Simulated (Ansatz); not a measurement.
`O=C=[N][Zr]([F])([F])[F]` and `O=C=[N][Hf]([F])([F])[F]` differ in one element.

Ansatz, PBE0-D4/def2-TZVP geometries, multiplicity 1. Each molecule was computed in one conformer, which needn't be the lowest.

Elements past krypton have def2 core potentials.

```json
{"property": "LUMO energy (B3LYP/def2-TZVPP) / eV", "`O=C=[N][Zr]([F])([F])[F]`": "-2.02"}
{"property": "HOMO energy (PBE/def2-TZVPP) / eV", "`O=C=[N][Zr]([F])([F])[F]`": "-7.93"}
{"property": "HOMO–LUMO gap (PBE/def2-TZVPP) / eV", "`O=C=[N][Zr]([F])([F])[F]`": "5.34"}
{"property": "HOMO–LUMO gap (B3LYP/def2-TZVPP) / eV", "`O=C=[N][Zr]([F])([F])[F]`": "7.10"}
{"property": "size of the dipole moment (B3LYP/def2-TZVPP) / D", "`O=C=[N][Zr]([F])([F])[F]`": "0.42"}
{"property": "HOMO–LUMO gap (PBE0/def2-TZVPP) / eV", "`O=C=[N][Zr]([F])([F])[F]`": "7.59"}
```

Question: Give the same properties after the change, and the shifts. (Best estimate.)

Answer: The calculation gave: 
```json
{"property": "LUMO energy (B3LYP/def2-TZVPP) / eV", "`O=C=[N][Hf]([F])([F])[F]`": "-1.52", "shift": "0.50"}
{"property": "HOMO energy (PBE/def2-TZVPP) / eV", "`O=C=[N][Hf]([F])([F])[F]`": "-7.95", "shift": "-0.02"}
{"property": "HOMO–LUMO gap (PBE/def2-TZVPP) / eV", "`O=C=[N][Hf]([F])([F])[F]`": "5.83", "shift": "0.49"}
{"property": "HOMO–LUMO gap (B3LYP/def2-TZVPP) / eV", "`O=C=[N][Hf]([F])([F])[F]`": "7.62", "shift": "0.52"}
{"property": "size of the dipole moment (B3LYP/def2-TZVPP) / D", "`O=C=[N][Hf]([F])([F])[F]`": "0.38", "shift": "-0.04"}
{"property": "HOMO–LUMO gap (PBE0/def2-TZVPP) / eV", "`O=C=[N][Hf]([F])([F])[F]`": "8.12", "shift": "0.53"}
```

Dipoles are sizes alone; their direction can turn.

B3LYP here is the variant with VWN-RPA as its local correlation; programs differ in this.
